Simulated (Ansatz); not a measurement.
C2H9AlClP (`[CH3][Al-]([CH3])([PH3+])[Cl]`). Total charge 0; spin multiplicity 1.

Cartesian coordinates in Å:
```
C -1.0794 0.4474 1.6807
Al -0.2278 0.6617 -0.0678
C 1.6451 1.1819 -0.2917
P -0.2383 -1.7273 -0.9731
Cl -1.5478 1.2742 -1.6629
H -0.4633 -0.1362 2.3724
H -1.2384 1.4269 2.1447
H -2.0594 -0.0331 1.6117
H 1.9919 1.0594 -1.3216
H 2.3138 0.6123 0.3616
H 1.7753 2.2392 -0.0368
H 0.4577 -2.8240 -0.4191
H 0.1820 -1.8629 -2.3106
H -1.5112 -2.3195 -1.0875
```

List the harmonic frequencies (cm⁻¹, unscaled) at PBE0-D4/def2-TZVP in Ansatz. (Estimate.)

The calculation gave: 71, 83, 104, 108, 118, 150, 155, 156, 245, 349, 376, 425, 591, 601, 623, 686, 706, 732, 987, 1114, 1116, 1217, 1218, 1439, 1442, 1445, 1451, 2461, 2488, 2497, 3031, 3032, 3107, 3108, 3120, 3120.

Is this a minimum?

Yes, all 36 modes are real.

Give the ideal-gas thermochemistry at 298.15 K and 1 bar (rigid rotor, harmonic oscillator; point group Cs, symmetry number 1).

Zero-point energy 261.2 kJ/mol; H(298) − E = 292.2 kJ/mol; entropy 427.7 J/(mol·K), of which translation 169.2, rotation 120.1, vibration 138.4; G(298) − E = 164.7 kJ/mol. Modes under 100 cm⁻¹ are hindered rotations or soft bends, so the harmonic entropy is rough.

And at 400, 500, 600, 800 and 1000 K?


```json
{"T (K)": "400", "H − E (kJ/mol)": "309.2", "S (J/mol/K)": "476.4", "G − E (kJ/mol)": "118.6"}
{"T (K)": "500", "H − E (kJ/mol)": "327.9", "S (J/mol/K)": "518.1", "G − E (kJ/mol)": "68.8"}
{"T (K)": "600", "H − E (kJ/mol)": "348.3", "S (J/mol/K)": "555.3", "G − E (kJ/mol)": "15.1"}
{"T (K)": "800", "H − E (kJ/mol)": "393.4", "S (J/mol/K)": "619.9", "G − E (kJ/mol)": "-102.6"}
{"T (K)": "1000", "H − E (kJ/mol)": "442.9", "S (J/mol/K)": "675.1", "G − E (kJ/mol)": "-232.2"}
```
